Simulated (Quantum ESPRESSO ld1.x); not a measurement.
ld1.x (Quantum ESPRESSO 7.5) input

```
 &input
    atom='Al',
    iswitch=1,
    rel=1,
    lsd=1,
    dft='PZ',
    config='[He]',
    prefix='ld1',
    max_out_wfc=37,
    file_charge='ld1.rho',
 /
```

Command: `OMP_NUM_THREADS=1 ld1.x < ld1.in > ld1.out`

Output (excerpt):

```
     Program LD1 v.7.5 starts

     --------------------------- All-electron run ----------------------------

     scalar relativistic calculation

     atomic number is 13.00
     dft =PZ   lsd =1 sic =0 latt =0  beta=0.20 tr2=1.0E-14
     Exchange-correlation= PZ
                           (   1   1   0   0   0   0   0)
     mesh =1897 r(mesh) =  99.78827 a.u. xmin = -8.00 dx = 0.00800
     1 Ry =  13.60569312 eV, c = 137.03599908

     n l     nl                  e(Ry)          e(Ha)          e(eV)
     1 0     1S 1( 1.00)      -146.9284       -73.4642     -1999.0632
     1 0     1S 2( 1.00)      -146.9284       -73.4642     -1999.0632

     final scf error:  3.8E-16 reached in  10 iterations

     Etot =    -320.877176 Ry,    -160.438588 Ha,   -4365.756382 eV
     Total magnetization:    0.00 Bohr mag.

     Ekin =     321.955088 Ry,     160.977544 Ha,    4380.422120 eV
     Encl =    -660.421167 Ry,    -330.210583 Ha,   -8985.487730 eV
     Eh   =      31.576229 Ry,      15.788115 Ha,     429.616488 eV
     Exc  =     -13.987326 Ry,      -6.993663 Ha,    -190.307260 eV

     normalization and overlap integrals

     s(1S/1S) =  1.000000  <r> =   0.1191  <r2> =    0.0190  r(max) =   0.0782   [2 such lines]

     ------------------------ End of All-electron run ------------------------
```

Run on one thread of a shared host, so times are rough (Intel(R) Xeon(R) Processor @ 2.60GHz): 0.3 s of CPU time, 1.3 s wall, 10 iterations on 1897 mesh points.
